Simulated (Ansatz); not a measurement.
The same molecule with X = B, Al, Ga, In. Ansatz, PBE0-D4/def2-TZVP geometries, multiplicity 1. Each molecule was computed in one conformer, which needn't be the lowest.

Elements past krypton have def2 core potentials. Scalar relativity is left out up to krypton.

```
 X             molecule  mean X–F bond length / Å  mean X–Se bond length / Å  HOMO energy (ωB97M-V/def2-TZVPP) / eV  HOMO energy (B3LYP/def2-TZVPP) / eV  LUMO energy (ωB97M-V/def2-TZVPP) / eV
Al  `[F][Al]([F])[SeH]`                     1.637                      2.285                                 -10.03                                -7.65                                   0.48
Ga  `[F][Ga]([F])[SeH]`                     1.739                      2.287                                 -10.32                                -7.93                                   0.15
In  `[F][In]([F])[SeH]`                     1.933                      2.459                                 -10.30                                -7.93                                  -0.76
```

Give the row for X = B, `FB(F)[SeH]`. (An estimate is asked.)

Ansatz gave: 
```json
{"X": "B", "molecule": "`FB(F)[SeH]`", "mean X–F bond length / Å": "1.317", "mean X–Se bond length / Å": "1.941", "HOMO energy (ωB97M-V/def2-TZVPP) / eV": "-10.01", "HOMO energy (B3LYP/def2-TZVPP) / eV": "-7.62", "LUMO energy (ωB97M-V/def2-TZVPP) / eV": "1.68"}
```

From B to In the mean X–F bond length rises at each step, by 0.616 Å in all; the mean X–Se bond length rises at each step, by 0.518 Å in all; the HOMO energy (ωB97M-V/def2-TZVPP) isn't monotonic: highest at B, lowest at Ga; the HOMO energy (B3LYP/def2-TZVPP) isn't monotonic: highest at B, lowest at Ga; the LUMO energy (ωB97M-V/def2-TZVPP) falls at each step, by 2.44 eV in all. Bonds lengthen as the atom grows down the group.

B3LYP here is the variant with VWN-RPA as its local correlation; programs differ in this.

Spin–orbit coupling is left out; it splits and shifts lone-pair levels of the heavy atoms by tenths of an eV.
